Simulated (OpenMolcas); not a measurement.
# Multiplet structure of Si²⁺

| Quantity | Value |
| --- | --- |
| Program | OpenMolcas |
| Method | SS-CASPT2, IPEA 0.25 Eh, imaginary shift 0.1 Eh (closed shells correlated: 2s 2p) |
| Basis | ANO-RCC-VTZP [5s4p2d1f] |
| Scalar Hamiltonian | DKH2, point nucleus |
| Active space | 2 electrons in 8 orbitals (3s 3p 4s 4p) |
| State averaging | 2S+1 = 3 even, 3 roots; 2S+1 = 1 even, 7 roots; 2S+1 = 3 odd, 3 roots; 2S+1 = 1 odd, 3 roots |
| Spin-orbit coupling | RASSI with atomic mean-field integrals over the reference wave functions, term energies averaged over their components |

With spin-orbit coupling, above the lowest level:

```json
{"Configuration": "3s2", "Term": "1S", "J": "0", "E (cm-1)": "0.0", "Measured (cm-1)": "0.0", "g": "", "Term weight %": "100"}
{"Configuration": "3s 3p", "Term": "3P*", "J": "0", "E (cm-1)": "52018", "Measured (cm-1)": "52725", "g": "", "Term weight %": "100"}
{"Configuration": "3s 3p", "Term": "3P*", "J": "1", "E (cm-1)": "52125", "Measured (cm-1)": "52853", "g": "1.501", "Term weight %": "100"}
{"Configuration": "3s 3p", "Term": "3P*", "J": "2", "E (cm-1)": "52341", "Measured (cm-1)": "53115", "g": "1.501", "Term weight %": "100"}
{"Configuration": "3s 3p", "Term": "1P*", "J": "1", "E (cm-1)": "85047", "Measured (cm-1)": "82884", "g": "1.000", "Term weight %": "100"}
```

Against the 4 measured excited levels shown (NIST levels in Kelleher and Podobedova, J. Phys. Chem. Ref. Data 37, 1285 (2008)) the mean absolute deviation is 1100 cm-1; the largest miss in energy is 3s 3p 1P* 1: computed 85047, measured 82884 cm-1 (+2.6 %).

Over all roots computed the reference weight is 0.90 to 1.00; the roots of lowest weight are the least certain, and an intruder state may touch them. The run also gave levels led by 3s 4s, which use shells meant for correlation; these and all levels above them are left out. Computed and measured levels are paired by configuration, term and J; levels that our copy of the source lacks, or whose pairing is in doubt (as where it misses far off the trend of its configuration), stay unpaired and out of the deviations. Only configurations of the active space appear. The first state left out of the spin-orbit step lies near 150000 cm-1 above the lowest spin-free state of the reference (among the parities and spins computed), and the list stops at four fifths of that energy or lower.

The term weight is that of the spin-free term in the level, not the purity of its configuration. * marks odd parity.
